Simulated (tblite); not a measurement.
C$_{3}$H$_{9}$ClSi, charge -1, doublet, at the geometry of the source list (a state made from the parent by changing its charge; the spin is typed, not shown lowest); GFN1-xTB (tblite 0.6.0).

Input for tblite:
```
$ tblite run mol.xyz --method gfn1 --charge -1 --spin 1 --etemp 2000 --json tblite.json --no-restart

# file mol.xyz
14

C     -0.75380000     1.60670000    -0.38300000
Si     0.15680000     0.12590000     0.39550000
C      1.63070000    -0.40330000    -0.68880000
C     -1.03810000    -1.33280000     0.66510000
Cl     0.87940000     0.70570000     2.21790000
H     -1.15930000     1.35190000    -1.35720000
H     -1.57990000     1.93560000     0.24100000
H     -0.08860000     2.45500000    -0.51560000
H      2.17510000    -1.22960000    -0.24070000
H      1.30140000    -0.72230000    -1.67280000
H      2.33400000     0.41300000    -0.82630000
H     -1.45270000    -1.68150000    -0.27560000
H     -1.86870000    -1.05060000     1.30580000
H     -0.53620000    -2.17380000     1.13480000
```

Problem. What does tblite print? Leave out banner, timings and long lists.

Solution. 
```
xTB calculator
 | screened Coulomb repulsion
 | Coulomb electrostatics
 |  * isotropic Klopman-Ohno-Mataga-Nishimoto electrostatics
 |  * onsite third-order electrostatics
 | DFT-D3(BJ) dispersion correction

halogen bonding energy    0.0000000000000E+00 Eh
repulsion energy          1.9901755692483E-01 Eh
dispersion energy        -5.5940189961740E-03 Eh
number of electrons       3.3000000000000E+01 e
integral cutoff           2.8146159136829E+01 bohr

------------------------------------------------------------
  cycle        total energy    energy error   density error
------------------------------------------------------------
      1     -17.43067966618  -1.7624103E+01   5.3553554E-01
      2     -17.44260375009  -1.1924084E-02   3.2330856E-01
      3     -17.43794569734   4.6580527E-03   4.0112556E-02
      4     -17.44371521738  -5.7695200E-03   6.0329952E-03
      5     -17.44381779530  -1.0257792E-04   1.3642394E-03
      6     -17.44381935115  -1.5558488E-06   4.7648948E-04
      7     -17.44381946967  -1.1851615E-07   7.7964336E-05
      8     -17.44381948040  -1.0732570E-08   1.0821693E-05
------------------------------------------------------------

electronic energy        -1.7637243018328E+01 Eh
total energy             -1.7443819480400E+01 Eh

Post processing:
 | Mayer-Wiberg bond orders

[Info] JSON dump of results written to 'tblite.json'
```
